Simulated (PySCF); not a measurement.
Relaxation of singlet ScO₂⁻

Method: PySCF, CAM-B3LYP, basis Sc def2-SVP, O def2-SVP (no relativity, density fitting). A (50,194) grid was used.

A hand-made end-on start, of Cs symmetry, held to at least that symmetry:

```xyz
3
charge -1 multiplicity 1, angstrom
Sc   -0.2604    0.0000   -1.0532
O    -0.2604    0.0000    1.1201
O     0.9924    0.0000    1.8401
```

**Question.** What forces act on the atoms at the start (eV/Å)?

**Answer.** 
| atom | Fx | Fy | Fz |
| --- | --- | --- | --- |
| Sc1 | 0.38 | 0.00 | 5.24 |
| O2 | 1.47 | 0.00 | -3.51 |
| O3 | -1.85 | 0.00 | -1.73 |

**Question.** What does it relax to?

**Answer.** It ends at C2v with O–O 1.458 Å, Sc–O 1.866 Å (×2); O–O–Sc 67.0° (×2), O–Sc–O 46.0°. A frequency run shows a minimum. Other isomers or separated fragments may lie lower.

**Question.** How much energy is released, and in how many steps?

**Answer.** 345.2 kJ/mol in 12 steps.

The basis has no diffuse functions, which an anion would want.
